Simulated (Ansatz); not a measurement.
H3BN, SMILES `B[NH+]` (excited triplet) (charge 1, multiplicity 3). This triplet is an excited state, 1.31 eV above the relaxed singlet at the level composite: frozen-core CCSD(T) with HF/cc-pVQZ and the correlation energy extrapolated as X^-3 from cc-pVTZ and cc-pVQZ, plus CCSDT(Q) minus CCSD(T) in cc-pVDZ // PBE0-D3(BJ)/def2-TZVP (Ansatz, a quantum-chemistry and plane-wave program).

The numbers are results of r2SCAN0/cc-pVTZ // PBE0-D3(BJ)/def2-TZVP run with Ansatz, not measurements.

Ansatz 0.2 input:
```yaml
crystal:
  periodic: [false, false, false]
  atoms:
    - { symbol: B, position_ang: [-0.566822, -0.032796, -0.033431] }
    - { symbol: N, position_ang: [0.884615, -0.136902, 0.050528] }
    - { symbol: H, position_ang: [-0.987734, 1.09323, -0.048965] }
    - { symbol: H, position_ang: [-1.209901, -1.035568, -0.079039] }
    - { symbol: H, position_ang: [1.879843, 0.112035, 0.110907] }
basis:
  gaussian: { orbitals: cc-pVTZ }
hamiltonian:
  xc: r2scan0
total_charge: 1
magnetization:
  spin_polarized: true
  initial_magnetization: 2
```

Output:

```
Functional definition: r2SCAN0
570 factors; their error is unknown
mean field evaluation 1: about -2196.4949 eV, gradient 3.5e1 eV
mean field evaluation 2: about -2193.9214 eV, gradient 4.1e1 eV
mean field evaluation 4: about -2202.0734 eV, gradient 2.5e0 eV
mean field evaluation 8: about -2202.1251 eV, gradient 5.6e-2 eV
mean field evaluation 16: about -2202.1166 eV, gradient 8.6e-5 eV
mean field -2202.11658150 eV, -80.9262917218 hartree, gradient 8.6e-5 eV, S^2 2.015996; 0 other end points of the search recorded, 0 dependent functions left out
reference -2202.11658948 eV, -80.9262920152 hartree; 8, 6 occupied and 94, 96 virtual orbitals, 570 factors
Total energy: -2202.11658948 eV, -80.9262920152 hartree
```
